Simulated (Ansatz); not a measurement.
Species: C2H5GeO2, charge -1, multiplicity 1. It need not be the lowest isomer of its formula. Whether it binds its extra electron was not tested at this geometry. SMILES: CC(=O)[O][GeH2-]
Geometry from a B3LYP-D3(BJ)/def2-TZVP (Ansatz, a quantum-chemistry and plane-wave program) optimisation:
```
C
O 1 1.2207
O 1 1.2972 2 128.13
C 1 1.5340 2 120.24 3 180.00
H 4 1.0892 1 110.46 2 0.00
H 4 1.0922 5 109.86 1 121.15
H 4 1.0922 5 109.86 6 117.71
Ge 3 2.0057 1 128.77 2 0.00
H 8 1.6163 3 95.38 1 46.12
H 8 1.6163 9 91.71 3 95.57
```
Charge -1, spin multiplicity 1.

Parts of the frozen-core correlation energy in STO-3G (Ansatz, hartree). Frozen orbitals: 18; correlated occupied orbitals by spin: 15 and 15; virtual: 10 and 10. No spin-orbit coupling. No relativistic terms. The restricted reference is unstable.

```json
[
 {"term": "reference (HF)", "value": "-2277.00541"},
 {"term": "MP2 opposite-spin", "value": "…"},
 {"term": "MP2 same-spin", "value": "-0.04256"},
 {"term": "CCSD correlation", "value": "…"},
 {"term": "(T)", "value": "…"},
 {"term": "T1 diagnostic", "value": "0.016"},
 {"term": "largest doubles amplitude", "value": "0.111"}
]
```

Problem. Fill in the missing entries.

Solution. 
- MP2 opposite-spin, value: -0.19625
- CCSD correlation, value: -0.28441
- (T), value: -0.01136
